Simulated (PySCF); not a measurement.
# Relaxation of doublet AlBr₂

Level of theory: UPBE0/[Al def2-TZVP, Br def2-TZVP], no relativity, density fitting, PySCF. A (50,194) grid was used.

A start displaced from a saddle point along its imaginary mode, of C2v symmetry, held to at least that symmetry:

```xyz
3
charge 0 multiplicity 2, angstrom
Al   -0.1200    0.0000    0.0000
Br    0.0205    0.0000    2.3289
Br    0.0205    0.0000   -2.3289
```

Optimiser trace:
```json
{"step": "0", "E − E(last) (kJ/mol)": "61.95", "largest gradient (Eh/bohr)": "0.00786"}
{"step": "1", "E − E(last) (kJ/mol)": "54.99", "largest gradient (Eh/bohr)": "0.01194"}
{"step": "2", "E − E(last) (kJ/mol)": "42.00", "largest gradient (Eh/bohr)": "0.01137"}
{"step": "3", "E − E(last) (kJ/mol)": "29.31", "largest gradient (Eh/bohr)": "0.01375"}
{"step": "4", "E − E(last) (kJ/mol)": "10.88", "largest gradient (Eh/bohr)": "0.01691"}
{"step": "5", "E − E(last) (kJ/mol)": "2.33", "largest gradient (Eh/bohr)": "0.00808"}
{"step": "6", "E − E(last) (kJ/mol)": "0.09", "largest gradient (Eh/bohr)": "0.00223"}
{"step": "7", "E − E(last) (kJ/mol)": "0.03", "largest gradient (Eh/bohr)": "0.00113"}
{"step": "8", "E − E(last) (kJ/mol)": "0.00", "largest gradient (Eh/bohr)": "0.00001"}
```

It ends at C2v with Al–Br 2.267 Å (×2); Br–Al–Br 119.7°. A frequency run shows a minimum. Other isomers or separated fragments may lie lower.

Final geometry:
Z-matrix (Å, degrees; charge 0 multiplicity 2):
```
Al
Br 1 2.2674
Br 1 2.2674 2 119.66
```
